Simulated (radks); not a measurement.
Values are calculated unless marked as measured or tabulated.
Q: Coherent X-ray form factor from a spherical all-electron density. Level of theory: Dirac Kohn-Sham, Wu-Cohen GGA, spin-unpolarised, spherical densities, point nucleus (a radial shooting solver on a logarithmic mesh with Libxc functionals).

sin(theta)/lambda (1/angstrom)  f0 (electrons)
0.05                                    37.544
0.1                                     36.266
0.15                                    34.398
0.2                                     32.219
0.25                                    29.974
0.3                                     27.832
0.4                                     24.170
0.5                                     21.358
0.6                                     19.136
0.8                                     15.505
1                                       12.425
1.25                                     9.457
1.5                                      7.540
2                                        5.690

The species is in the configuration that NIST lists as its ground one. Which atom or ion scatters so?

A: The niobium ion Nb3+, [Kr] 4d2. Extrapolating in s^2 from the first two rows gives f0(0) = 38.0, near the electron count 38; among species with that count, the fall with angle is slower the higher Z, and the table is that of Z = 41; from so few rows the species is fixed only to a neighbour or two.
